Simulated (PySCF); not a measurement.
## Dipole response of Cs⁺ (caesium, charge +1)

[Xe], closed-shell 1S. Calculation: PySCF 2.14, in aug-cc-pVQZ-X2C (10s9p7d4f2g, 118 functions); scalar relativity by spin-free X2C-1e. Coupled (time-dependent) response in atomic units; α is the mean over directions.

```
method  mean α (bohr³)  C₆ (like pair)  S(−4)
 TPSSh           15.85           136.1  35.09
 B3LYP           15.92           135.2  36.44
```

S(−4) is the Cauchy moment in α(ω) = α(0) + S(−4) ω² + …

α(iu) at B3LYP:

```csv
u (hartree),α(iu) (bohr³)
0,15.92
0.0500,15.83
0.100,15.56
0.200,14.60
0.300,13.27
0.500,10.39
0.750,7.443
1.00,5.427
1.50,3.177
2.00,2.084
3.00,1.118
5.00,0.4890
```

A single London oscillator, α(iu) = α/(1 + u²/ω²), gives C₆ = (3/4) ω α². Matching the computed C₆ needs ω = 4 × 135.2 / (3 × 15.92²) = 0.711 hartree.

For an ion, C₆ is the dispersion term alone; charge-induced terms of lower order in 1/R come first.

Spin-orbit coupling, which splits the p, d and f shells strongly at this Z, is absent.
